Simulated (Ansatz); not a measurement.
Ideal-gas functions of CH₃F₂NSi (`C=N[SiH](F)F`) at 800 K and 1 bar, from an Ansatz frequency run at PBE0-D4/def2-TZVP.

Molar mass 95.12 g/mol, point group C1 (symmetry number 1), electronic degeneracy 1, moments of inertia 77.888, 153.083, 203.088 u Å². Harmonic wavenumbers (cm⁻¹, unscaled): 102, 138, 291, 326, 400, 550, 738, 831, 837, 917, 965, 1146, 1225, 1527, 1777, 2324, 3001, 3085.

Use S(trans) = R[1.5 ln M + 2.5 ln T − 1.1517]; rotational temperatures θ = 24.2544 K / I; S(rot) = R[ln(√π/σ · √(T³/θAθBθC)) + 1.5]; for each mode x = 1.438777 ν̃/T, S = R[x/(eˣ − 1) − ln(1 − e⁻ˣ)] and H = RT x/(eˣ − 1); 1 cm⁻¹ = 0.0119627 kJ/mol; R = 8.31446 J/(mol·K).

Task: By hand: the entropy, in J/(mol·K).

Result: Translation 186.2. Rotation: θ = 0.3114, 0.1584, 0.1194 K, giving 121.9. Vibration, mode by mode: 22.43, 19.92, 13.79, 12.87, 11.23, 8.74, 6.55, 5.71, 5.66, 5.04, 4.70, 3.63, 3.25, 2.12, 1.48, 0.67, 0.24, 0.21, in all 128.2. Electronic 0.0. Sum 436.3 J/(mol·K).

Task: By hand: H − E and G − E in kJ/mol, counted from the electronic energy.

Result: Zero-point energy ½ × 20180 × 0.0119627 = 120.7; thermal vibration 51.0; translation, rotation and pV give 4 RT = 26.6. H − E = 198.3 kJ/mol, and G − E = 198.3 − 800 × 436.3/1000 = -150.7 kJ/mol.

Vibration gives 29 % of the entropy, 42.3 J/(mol·K) of it from the modes under 150 cm⁻¹: soft modes count most, and the harmonic formula is weakest for them. The sum counts one conformer and one mirror image; others add a mixing term.
